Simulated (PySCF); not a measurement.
**How methods differ on the excitation energy of O²⁺**

O²⁺ [He] 2s2 2p2 (3P) → O²⁺ [He] 2s2 2p1 3s1 (3P), as a difference of total energies. All numbers are calculated (PySCF 2.14, no relativity, point nucleus, in aug-cc-pVDZ (4s3p2d, 23 functions)). Correlated levels: valence: 1s2 frozen. The calculations carry no spin-orbit coupling.

| method | excitation energy (eV) |
| --- | --- |
| UHF | 33.596 |
| MP2 (valence) | 33.445 |
| SCS-MP2 (valence) | 33.371 |
| CCSDT (valence) | 33.203 |

Task: Estimate what CCSD(T) (valence) gives.

Result: 33.209 eV, closest to CCSDT (valence) among the rows shown.

Task: Estimate what CCSD (valence) gives.

Result: 33.224 eV, closest to CCSDT (valence) among the rows shown.

The promoted electron is Rydberg-like, and one or two diffuse shells describe it only roughly, which tends to raise the upper state.
